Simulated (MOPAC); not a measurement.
Input for MOPAC: PM3 on CH5NOSi (a complex), monomers drawn apart or pushed together.

```
PM3 1SCF PRECISE CHARGE=0 THREADS=1
CH5NOSi

C      0.57626914 1     1.53751556 1    -0.61857918 1
N      0.60171230 1     1.15179999 1     0.45781194 1
H      0.55289692 1     1.89771196 1    -1.62295007 1
O      0.61072968 1     0.01533950 1     3.50977736 1
Si    -0.59068476 1    -1.03073790 1     3.90739575 1
H      0.63077035 1     0.36728788 1     2.60857319 1
H     -1.93934912 1    -0.42339952 1     3.75809928 1
H     -0.37957235 1    -1.39963145 1     5.32340865 1
H     -0.56468561 1    -2.26199726 1     3.07472851 1
```

It printed:

```
*******************************************************************************
 **                                                                           **
 **                              MOPAC v23.2.5                                **
 **                                                                           **
 *******************************************************************************
 ** MOPAC's Digital Object Identifier: https://doi.org/10.5281/zenodo.6511958 **
 **                                                                           **
 ** Please cite the open-source release paper for use of this MOPAC version:  **
 ** J. E. Moussa and J. J. P. Stewart (2026)                                  **
 ** MOPAC: An open-source semiempirical molecular orbital program             **
 ** J. Open Source Softw., 11(119), 8025, https://doi.org/10.21105/joss.08025 **
 *******************************************************************************

                              PM3 CALCULATION RESULTS

 *******************************************************************************
 *  PM3        - The PM3 Hamiltonian to be used
 *
 *
 *
 *                 CHARGE ON SYSTEM = 0
 *
 *
 *
 *  PRECISE    - TIGHTER CRITERIA TO BE USED
 *  1SCF       - DO 1 SCF AND THEN STOP
 *  THREADS=1  - MULTI-THREADING NOT USED
 *  T=         - A TIME OF 172800.0 SECONDS REQUESTED
 *  DUMP=N     - RESTART FILE WRITTEN EVERY 7200.0 SECONDS REQUESTED
 *******************************************************************************
PM3 1SCF PRECISE CHARGE=0 THREADS=1
 CH5NOSi

   ATOM   CHEMICAL          X               Y               Z
  NUMBER   SYMBOL      (ANGSTROMS)     (ANGSTROMS)     (ANGSTROMS)

     1       C          0.57626914  *   1.53751556  *  -0.61857918  *
     2       N          0.60171230  *   1.15179999  *   0.45781194  *
     3       H          0.55289692  *   1.89771196  *  -1.62295007  *
     4       O          0.61072968  *   0.01533950  *   3.50977736  *
     5      Si         -0.59068476  *  -1.03073790  *   3.90739575  *
     6       H          0.63077035  *   0.36728788  *   2.60857319  *
     7       H         -1.93934912  *  -0.42339952  *   3.75809928  *
     8       H         -0.37957235  *  -1.39963145  *   5.32340865  *
     9       H         -0.56468561  *  -2.26199726  *   3.07472851  *



          CARTESIAN COORDINATES

    NO.       ATOM           X           Y           Z

     1         C          0.5763      1.5375     -0.6186
     2         N          0.6017      1.1518      0.4578
     3         H          0.5529      1.8977     -1.6230
     4         O          0.6107      0.0153      3.5098
     5        Si         -0.5907     -1.0307      3.9074
     6         H          0.6308      0.3673      2.6086
     7         H         -1.9393     -0.4234      3.7581
     8         H         -0.3796     -1.3996      5.3234
     9         H         -0.5647     -2.2620      3.0747

  H: (PM3): J. J. P. STEWART, J. COMP. CHEM. 10, 209 (1989).
  C: (PM3): J. J. P. STEWART, J. COMP. CHEM. 10, 209 (1989).
  N: (PM3): J. J. P. STEWART, J. COMP. CHEM. 10, 209 (1989).
  O: (PM3): J. J. P. STEWART, J. COMP. CHEM. 10, 209 (1989).
 Si: (PM3): J. J. P. STEWART, J. COMP. CHEM. 10, 209 (1989).

           Empirical Formula: C H5 N O Si  =     9 atoms



      MOLECULAR POINT GROUP   :   Cs


      RHF CALCULATION, NO. OF DOUBLY OCCUPIED LEVELS = 12


 -------------------------------------------------------------------------------
 PM3 1SCF PRECISE CHARGE=0 THREADS=1
 CH5NOSi



     1SCF WAS SPECIFIED, SO BFGS WAS NOT USED
     SCF FIELD WAS ACHIEVED


                              PM3 CALCULATION
                                                       MOPAC v23.2.5 Linux




          FINAL HEAT OF FORMATION =        -27.85890 KCAL/MOL =    -116.56164 KJ/MOL


          COSMO AREA              =        137.36 SQUARE ANGSTROMS
          COSMO VOLUME            =        118.95 CUBIC ANGSTROMS

          IONIZATION POTENTIAL    =          9.713170 EV
          HOMO LUMO ENERGIES (EV) =         -9.713  1.253
          NO. OF FILLED LEVELS    =         12
          MOLECULAR WEIGHT        =         75.1421         POINT GROUP:  Cs

          MOLECULAR DIMENSIONS (Angstroms)

            Atom       Atom       Distance
            H     8    H     3     7.74557
            O     4    H     7     2.49875
            H     9    O     4     2.10152


          SCF CALCULATIONS        =          1





   ATOM   CHEMICAL          X               Y               Z
  NUMBER   SYMBOL      (ANGSTROMS)     (ANGSTROMS)     (ANGSTROMS)

     1       C          0.57626914  *   1.53751556  *  -0.61857918  *
     2       N          0.60171230  *   1.15179999  *   0.45781194  *
     3       H          0.55289692  *   1.89771196  *  -1.62295007  *
     4       O          0.61072968  *   0.01533950  *   3.50977736  *
     5      Si         -0.59068476  *  -1.03073790  *   3.90739575  *
     6       H          0.63077035  *   0.36728788  *   2.60857319  *
     7       H         -1.93934912  *  -0.42339952  *   3.75809928  *
     8       H         -0.37957235  *  -1.39963145  *   5.32340865  *
     9       H         -0.56468561  *  -2.26199726  *   3.07472851  *

                             CARTESIAN COORDINATES

   1    C        0.576269140     1.537515560    -0.618579180
   2    N        0.601712300     1.151799990     0.457811940
   3    H        0.552896920     1.897711960    -1.622950070
   4    O        0.610729680     0.015339500     3.509777360
   5   Si       -0.590684760    -1.030737900     3.907395750
   6    H        0.630770350     0.367287880     2.608573190
   7    H       -1.939349120    -0.423399520     3.758099280
   8    H       -0.379572350    -1.399631450     5.323408650
   9    H       -0.564685610    -2.261997260     3.074728510


           Empirical Formula: C H5 N O Si  =     9 atoms



      MOLECULAR POINT GROUP   :   Cs


                  EIGENVALUES
 -35.14215 -31.68403 -20.01446 -16.79714 -15.27021 -13.61504 -13.61495 -13.00692
 -12.82771 -12.40594 -10.36730  -9.71317   1.25260   1.34907   1.34938   1.94342
   2.32706   2.68468   2.73711   5.94166   6.46374


              NET ATOMIC CHARGES AND DIPOLE CONTRIBUTIONS

  ATOM NO.   TYPE          CHARGE      No. of ELECS.   s-Pop       p-Pop
    1          C          -0.144272        4.1443     1.27675     2.86753
    2          N          -0.073490        5.0735     1.73536     3.33813
    3          H           0.226425        0.7736     0.77357
    4          O          -0.501903        6.5019     1.75062     4.75128
    5         Si           0.678746        3.3213     0.90724     2.41401
    6          H           0.222546        0.7775     0.77745
    7          H          -0.148073        1.1481     1.14807
    8          H          -0.111902        1.1119     1.11190
    9          H          -0.148077        1.1481     1.14808
 DIPOLE           X         Y         Z       TOTAL
 POINT-CHG.    -0.749     0.249    -2.153     2.293
 HYBRID         0.025     0.656    -1.698     1.820
 SUM           -0.724     0.905    -3.851     4.022


          ATOMIC ORBITAL ELECTRON POPULATIONS

     Atom    s        px        py        pz
    1  C   1.27675   0.94517   0.94888   0.97347
    2  N   1.73536   1.05487   1.07507   1.20819
    3  H   0.77357
    4  O   1.75062   1.65746   1.69717   1.39665
    5 Si   0.90724   0.75849   0.78639   0.86913
    6  H   0.77745
    7  H   1.14807
    8  H   1.11190
    9  H   1.14808

 **********************
 *                    *
 * JOB ENDED NORMALLY *
 *                    *
 **********************




 == MOPAC DONE ==
```

The run finished.

Cost: about 0.03 core-seconds (a rough figure).
